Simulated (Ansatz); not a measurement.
Relaxation of Cl2FIn (4 atoms, charge 0, multiplicity 1), to a largest force component of 0.015 eV/Å in at most 40 steps.

Computed with RKS r2SCAN-D4/def2-SVP (Ansatz).

```xyz
4
Properties=species:S:1:pos:R:3
F -1.833 -0.945 1.135
In -0.328 -0.268 -0.079
Cl 1.106 -2.338 0.006
Cl -1.449 1.236 -1.460
```

Task: Where does it end, and by what steps?

Result: The forces met the threshold. After 4 steps the energy has fallen by 0.791 eV; In2 moved furthest, 0.47 Å.

```
step  energy less start (eV)  largest force component (eV/Å)  accepted
   0                  0.0000                           2.669       yes
   1                 -0.5719                           0.890       yes
   2                 -0.7565                           0.315       yes
   3                 -0.7904                           0.059       yes
   4                 -0.7907                           0.003       yes
```

```xyz
4
Properties=species:S:1:pos:R:3
F -1.938 -0.904 1.387
In -0.669 -0.590 -0.051
Cl 1.179 -1.982 -0.217
Cl -1.076 1.160 -1.516
```

Whether the end is a true minimum wasn't checked by a vibrational analysis.

Time of the run: 35 s on 1 CPU thread of a shared host.
